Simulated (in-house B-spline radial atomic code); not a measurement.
RPA and G0W0 for Se6+, [Ar] 3d10, as one setting changes: the highest l of the empty states. Start: PBE0. A dash marks a level of low quasi-particle weight. Computed with an all-electron radial atomic-structure program (B-spline basis): all electrons, scalar-relativistic (spin-free one-electron X2C), finite nucleus, each spin shell either full or empty, empty states to the listed l with an (l + 1/2)⁻⁴ tail; G0W0 by contour deformation at full frequency.

```json
{"highest l of the empty states": "4", "RPA summed (Eh)": "-1.8471", "RPA extrapolated (Eh)": "-2.1069", "G0W0 level (eV)": "3d -155.66"}
{"highest l of the empty states": "5", "RPA summed (Eh)": "-1.9627", "RPA extrapolated (Eh)": "-2.1238", "G0W0 level (eV)": "3d -155.93"}
{"highest l of the empty states": "6", "RPA summed (Eh)": "?", "RPA extrapolated (Eh)": "?", "G0W0 level (eV)": "?"}
{"highest l of the empty states": "7", "RPA summed (Eh)": "?", "RPA extrapolated (Eh)": "?", "G0W0 level (eV)": "?"}
{"highest l of the empty states": "8", "RPA summed (Eh)": "-2.0659", "RPA extrapolated (Eh)": "-2.105", "G0W0 level (eV)": "3d -155.93"}
{"highest l of the empty states": "9", "RPA summed (Eh)": "-2.0756", "RPA extrapolated (Eh)": "-2.102", "G0W0 level (eV)": "3d -155.92"}
{"highest l of the empty states": "10", "RPA summed (Eh)": "-2.0818", "RPA extrapolated (Eh)": "-2.1004", "G0W0 level (eV)": "3d -155.92"}
{"highest l of the empty states": "11", "RPA summed (Eh)": "-2.0858", "RPA extrapolated (Eh)": "-2.0994", "G0W0 level (eV)": "3d -155.91"}
```

Task: What belongs in the row for 6?

Result: RPA summed (Eh): -2.0193; RPA extrapolated (Eh): -2.1166; G0W0 level (eV): 3d -155.93.

Task: What belongs in the row for 7?

Result: RPA summed (Eh): -2.0494; RPA extrapolated (Eh): -2.1107; G0W0 level (eV): 3d -155.95.
